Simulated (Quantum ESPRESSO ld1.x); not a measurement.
Results of a calculation; reference values are marked as such.
Question: P2+, configuration [Ne] 3s2 3p1. Code: ld1.x of Quantum ESPRESSO 7.5. Model: scalar-relativistic Kohn-Sham, relativistic LDA (MacDonald-Vosko exchange, VWN5 correlation), spin-unpolarised, spherical densities, point nucleus. Some entries of the table are withheld. Estimate them.

| orbital | occ. | eigenvalue (eV) | <1/r> (bohr^-1) | r(max) (bohr) |
|---|---|---|---|---|
| 1s | 2 | -2097.06 | 14.59 | 0.068 |
| 2s | 2 | -196.491 | 2.813 | 0.420 |
| 2p | 6 | -148.076 | 2.712 | (1) |
| 3s | 2 | (2) | (3) | 1.51 |
| 3p | 1 | -24.3931 | (4) | 1.66 |

Answer: 
(1) 2p r(max) (bohr): 0.352
(2) 3s eigenvalue (eV): -33.9994
(3) 3s <1/r> (bohr^-1): 0.7900
(4) 3p <1/r> (bohr^-1): 0.6871
